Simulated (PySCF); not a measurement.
An excited-state job on Br6Ga3H3.

Method: TDDFT PBE0/def2-SVPD, vertical, gas phase, core orbitals frozen in the response (PySCF 2.14.0, density-fitted response routines). Geometry: PBE0-D3(BJ)/def2-SVP. A driver script takes a list of jobs; this job's settings line and coordinates (Å) are shown.

Command:
```bash
OMP_NUM_THREADS=2 python probes_run.py task.json out
```

Input:
```
{"job": {"kind": "uv", "xc": "PBE0", "basis": "def2-SVPD", "ip": true, "nstates": 15}, "charge": 0, "multiplicity": 1}
Ga    -0.505198    -1.520800    -0.900383
Br    -2.636478    -1.468617    -1.674151
Br     0.937762    -3.258005    -1.137691
H     -0.553054    -1.152971     0.754951
Ga    -0.286837     0.149987     1.809043
Br    -2.309335     1.043302     2.327199
Br     1.267229    -0.549914     3.302205
H      0.487099     1.221070     0.746467
Ga     0.864124     1.360287    -0.903430
Br    -0.518323     2.980632    -1.686305
Br     3.120104     1.227208    -1.108738
H      0.248376    -0.114929    -1.478167
```

Output:
```
coarse grid: 73656 points
cycle   1  E = -21216.3474837841  dE = -6.940e+00  |g| = 1.012e+00  |ddm| = 5.617e+00
cycle   2  E = -21216.0333784823  dE =  3.141e-01  |g| = 1.573e+00  |ddm| = 3.388e+00
cycle   3  E = -21216.5158435313  dE = -4.825e-01  |g| = 1.782e-01  |ddm| = 2.333e+00
cycle   4  E = -21216.5222994916  dE = -6.456e-03  |g| = 4.130e-02  |ddm| = 2.887e-01
cycle   5  E = -21216.5228519986  dE = -5.525e-04  |g| = 8.789e-03  |ddm| = 8.885e-02
cycle   6  E = -21216.5228785024  dE = -2.650e-05  |g| = 6.952e-04  |ddm| = 1.728e-02
cycle   7  E = -21216.5228785921  dE = -8.969e-08  |g| = 2.395e-04  |ddm| = 1.560e-03
final grid: 134432 points
cycle   8  E = -21216.5228243681  dE = -2.019e-07  |g| = 2.831e-04  |ddm| = 7.882e-03
cycle   9  E = -21216.5228243539  dE =  1.419e-08  |g| = 3.600e-04  |ddm| = 1.091e-03
cycle  10  E = -21216.5228243897  dE = -3.580e-08  |g| = 7.651e-05  |ddm| = 5.848e-04
cycle  11  E = -21216.5228243907  dE = -1.011e-09  |g| = 8.720e-06  |ddm| = 1.040e-04
cycle  12  E = -21216.5228243907  dE =  2.910e-11  |g| = 4.668e-06  |ddm| = 2.616e-05
converged SCF energy = -21216.5228243907

Static polarisability (au): isotropic 229.241, principal 219.482 220.215 248.026

Singlet excitations
state   eV       nm        f      main configurations
  1   4.7200    262.7   0.00349   H->L+1 0.61, H-3->L 0.23
  2   4.7311    262.1   0.00041   H-1->L+1 0.47, H-2->L 0.32
  3   4.7702    259.9   0.00006   H-3->L+1 0.37, H->L 0.34, H-5->L+1 0.10
  4   4.7943    258.6   0.00043   H-3->L 0.45, H-5->L 0.20, H->L+1 0.18
  5   4.8464    255.8   0.00110   H-1->L 0.53, H-2->L+1 0.35
  6   4.8745    254.4   0.00062   H-4->L 0.25, H-4->L+1 0.22, H-6->L+1 0.14
  7   4.8795    254.1   0.00041   H-4->L+1 0.37, H-6->L+1 0.14, H-6->L 0.10
  8   4.9010    253.0   0.00070   H-8->L 0.48, H-3->L+1 0.20, H-4->L 0.14
  9   4.9487    250.5   0.12820   H-1->L+1 0.39, H-2->L 0.34
 10   4.9538    250.3   0.12221   H-2->L+1 0.47, H-1->L 0.32
 11   5.0082    247.6   0.00071   H-8->L 0.24, H->L 0.20, H-6->L+1 0.19
 12   5.0542    245.3   0.02758   H-5->L 0.54, H-7->L 0.15, H-3->L 0.11
 13   5.0698    244.6   0.04527   H-7->L+1 0.50, H-5->L+1 0.22, H-9->L 0.08
 14   5.0811    244.0   0.04518   H-7->L 0.47, H-6->L 0.16, H-5->L 0.10
 15   5.1082    242.7   0.01602   H-5->L+1 0.49, H-7->L+1 0.17, H-6->L+1 0.11

Triplet excitations (Tamm-Dancoff, eV): 4.4594 4.4900 4.5008 4.5053
Vertical electron affinity (delta-SCF) = 1.7715 eV
```

The SCF starts on a coarse grid where the log names one; the energy can jump when the final grid takes over, and dE then counts from the start density on the new grid. H and L stand for HOMO and LUMO; the number after each pair is its weight.

How does the lowest singlet excitation compare with the HOMO–LUMO gap?

HOMO -8.86 eV and LUMO -3.07 eV give a gap of 5.79 eV; S1 at 4.72 eV lies 1.07 eV below it.

Summary of the converged run: HOMO -8.86 eV, LUMO -3.07 eV; lowest singlet 4.72 eV; lowest triplet 4.46 eV (Tamm–Dancoff); mean polarisability 229.2 au.

Note that the optimisation stopped short of convergence; the values belong to its last geometry. Relativistic effects, spin–orbit coupling among them, are left out although an element past zinc is present.

Hardware: an Intel Xeon Platinum 8259CL at 2.50 GHz with 2 threads (shared host). Cost: 26 min wall, 55 min CPU (grids of density and orbitals included), 3.6 GiB resident at most.
Labels such as C1 count atoms from 1, the log's own numbers from 0.
